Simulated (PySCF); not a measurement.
Isomers of C4H3N. Gas-phase values, no solvent. Strings in code marks are SMILES.

Quantity: electronic energy of isomers of C4H3N relative to `CC#CC#N`, in eV.

Level 1: M06-2X/def2-TZVP // B3LYP-D3(BJ)/def2-TZVP (PySCF)
Level 2: PBE-D3(BJ)/def2-TZVP // B3LYP-D3(BJ)/def2-TZVP (PySCF)
Level 3: B3LYP/3-21G // B3LYP-D3(BJ)/def2-TZVP (PySCF)
Level 4: SVWN5/6-31G* // B3LYP-D3(BJ)/def2-TZVP (PySCF)

| species | level 1 | level 2 | level 3 | level 4 |
|---|---|---|---|---|
| `N=C=C1C=C1` | 2.39 | 2.27 | 3.35 | 2.09 |
| `N#CC1=CC1` | 0.92 | 0.94 | 1.52 | 0.79 |
| `C=C=C=C=N` | 1.31 | 0.88 | 1.37 | 0.83 |
| `C#CCC#N` | 0.342 | 0.57 | 0.59 | 0.70 |
| `C#CNC#C` | 2.27 | 2.45 | 2.39 | 2.49 |
| `C#CC#CN` | 1.50 | 1.48 | 1.68 | 1.49 |
| `C#CC=C=N` | 1.14 | 1.07 | 1.50 | 1.15 |
| `N#CC1C=C1` | 0.84 | 1.00 | 1.62 | 0.90 |
| `C#CN=C=C` | 1.57 | 1.46 | 1.72 | 1.41 |
| `C=C=CC#N` | 0.133 | 0.121 | 0.288 | 0.145 |
| `N=c1c2c1C2` | 3.27 | 3.10 | 5.52 | 2.84 |
